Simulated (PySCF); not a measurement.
## IOI, singlet: computed properties

Level of theory: PBE0/[I def2-TZVP with ECP28, O def2-TZVP], scalar-relativistic core potentials, density fitting, no spin–orbit coupling, PySCF.

The structure is a minimum.

Z-matrix (Å, degrees; charge 0 multiplicity 1):
```
I
O  1 1.8130
I  1 2.7276 2 108.55
```

* Point group: Cs
* Bond lengths: I–I 2.728 Å, I–O 1.813 Å
* Bond angles: I–I–O 108.6°
* Principal polarisabilities: 44.1, 54.3, 108.3 bohr³
* Enthalpy at 298.15 K above 0 K: 13.27 kJ/mol
* Principal quadrupole moments (Buckingham, traceless) about the centre of mass: -10.66, -0.23, 10.90 D Å
* Entropy at 298.15 K and 1 bar: 315.9 J/(mol K)
* Rotational constants: 0.4289, 0.03158, 0.02941 cm⁻¹
* Zero-point energy: 6.9 kJ/mol
* Heat capacity Cp at 298.15 K: 51.6 J/(mol K)
* Highest occupied level: -6.96 eV
* Dipole moment: 3.13 D
* Rotational symmetry number: 1
* Atomisation energy without zero-point energy: 341 kJ/mol
* Lowest empty level: -3.92 eV

Harmonic modes (masses in u: I 126.904, O 15.995):
| symmetry | ω (cm⁻¹) | IR (km/mol) | type |
| --- | --- | --- | --- |
| a' | 149 | 2.5 | bend |
| a' | 202 | 15.9 | mixed |
| a' | 808 | 59.1 | stretch |

Charges (e):
```tsv
atom	Mulliken	Löwdin	polar tensor	Mayer order to I1
I1	0.60	0.59	0.73	–
O2	-0.53	-0.56	-0.50	1.58
I3	-0.07	-0.03	-0.24	0.97
```

Mulliken populations on I1 (electrons outside its core potential): s 3.92, p 10.10, d 10.33, f 0.06.

Other isomers or separated fragments may lie lower.

The final relaxation and frequency run took roughly 2.8 core-minutes on a shared host.
